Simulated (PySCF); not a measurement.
**Yb⁶⁶⁺: ionisation energy**

Yb⁶⁶⁺ [He] 2s2 (1S) → Yb⁶⁷⁺ [He] 2s1 (2S), as a difference of total energies. All numbers are calculated (PySCF 2.14, the spin-free X2C one-electron Hamiltonian (Gaussian nucleus), in an uncontracted even-tempered set (18 s from 46 bohr⁻², ratio 2.2; 8 p from 69 bohr⁻², ratio 2.4; 5 d from 210 bohr⁻², ratio 2.4; 5 f from 310 bohr⁻², ratio 2.4; 4 g from 470 bohr⁻², ratio 2.4)). Correlated levels: nothing frozen; virtual orbitals above 40 to 60 times the deepest correlated orbital energy dropped. The calculations carry no spin-orbit coupling.

```csv
method,ionisation energy (eV)
UHF,17073.5
LDA,17064.4
PBE,17081.8
PBE0,17080.1
r2SCAN,17070.8
B2PLYP,17078.8
M06-L,17069.2
MP2 (all electrons),17078.5
SCS-MP2 (all electrons),17079.5
```

Question: How much does correlation contribute at MP2 (all electrons)?

Answer: 17078.5 − (17073.5) = 5.0 eV, measured against UHF.

For this ion Breit and QED terms and the two-electron picture change, all absent here, outweigh the differences among the correlated methods.

For comparison: 17050 ± 40 eV (theoretical estimate listed by NIST; NIST Atomic Spectra Database, ionization energies).
